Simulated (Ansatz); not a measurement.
Consider the hydrogenolysis of the Sn–Br bond: `F[CH2][SnH2][Br]` + H₂ → `F[CH2][SnH3]` + HBr.

Calculated with Ansatz (gas phase, PBE0-D4/def2-TZVP geometries, no zero-point term in ΔE). CBS: MP2 limit from def2 TZ/QZ plus the TZ coupled-cluster correction, frozen cores. This one scheme is used for every species. DFT in def2-TZVPP. HSE06 is defined as in plane-wave codes. def2 core potentials past Kr. For Br, Sn outer-core shells are correlated without core-valence functions, which leaves a few kJ/mol of doubt a bond. Scalar relativity is left out up to krypton. Each species was taken in one conformer, which may not be the lowest.

(1) Is it downhill or uphill in electronic energy at CCSD(T)/CBS, and by how much? (An estimate is asked.)

(2) What do these levels give: HSE06-D4, r2SCAN, CCSD/def2-SVP, MP2/def2-TZVPP, HF/def2-QZVPP, MP2/CBS(def2)? (An estimate is asked.)

Largest T1 diagnostic among the species: 0.013.

## Answers

(1) The calculation gave: Uphill: ΔE = +0.97 eV.

(2) Ansatz gave: HSE06-D4 0.92, r2SCAN 0.95, CCSD/def2-SVP 0.75, MP2/def2-TZVPP 0.95, HF/def2-QZVPP 0.88, MP2/CBS(def2) 1.09 eV.

Leaving LDA and LC-ωPBE aside and taking each functional with its dispersion term where it has one, the values, not all of them listed here, spread over 0.13 eV, from B97M-V to r2SCAN-D4. LDA lies −0.09 eV from PBE without D4. At CCSD(T), def2-SVP lies −0.21 eV from the extrapolated value and def2-TZVPP −0.14 eV. The D4 term adds +0.07 eV with B3LYP and +0.04 eV with PBE0; it sums over pairs of atoms, weighted by their polarisabilities, and B3LYP, whose exchange is more repulsive, gets the larger term.

B3LYP here is the variant with VWN-RPA as its local correlation; programs differ in this.
